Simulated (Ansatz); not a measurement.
Stepwise reaction of `[SiH3]S` with water, as a gas-phase model of exchange steps in deposition or etching. ΔE in kJ/mol; ΔG adds harmonic PBE0-D4 terms to CCSD(T)/CBS, at 1 bar.

Program: Ansatz. Geometries: PBE0-D4/def2-TZVP. ΔE: electronic, gas phase. CCSD(T)/CBS adds triple-zeta CCSD(T) − MP2 to the extrapolated MP2 energy (def2 sets, frozen cores). This one scheme is used for every species. DFT in def2-TZVPP. B3LYP here is the variant with VWN-RPA as its local correlation; programs differ in this. One conformer a species, not always the lowest.

```csv
step,reaction,PBE-D4,B3LYP-D4,ωB97M-V,CCSD(T)/CBS,ΔG(500 K)
1,`[SiH3]S` + H₂O → `O[SiH2]S` + H₂,-76.9,-82.1,-82.4,-79.4,-74.1
2,`O[SiH2]S` + H₂O → `O[SiH](O)S` + H₂,-83.5,-89.5,-90.6,-87.3,-88.0
```

Give the row of step 3, `O[SiH](O)S` + H₂O → `O[Si](O)(O)S` + H₂. (An estimate is asked.)

The calculation gave: 
```
step                                  reaction  PBE-D4  B3LYP-D4  ωB97M-V  CCSD(T)/CBS  ΔG(500 K)
   3  `O[SiH](O)S` + H₂O → `O[Si](O)(O)S` + H₂   -93.6    -100.7   -101.9        -97.8      -91.3
```

By hand: ΔE of the 3 steps together at CCSD(T)/CBS.

(-79.4) + (-87.3) + (-97.8) = -264.5 kJ/mol, or -88.2 kJ/mol a step.

In ΔE each step is lower than the one before. All are downhill at CCSD(T)/CBS. ΔG lies between -91.3 and -74.1 kJ/mol a step. PBE-D4 differs from CCSD(T)/CBS by 2.5 to 4.2 kJ/mol a step. Isolated molecules leave out the surface, adducts and barriers. Largest T1 diagnostic: 0.011.
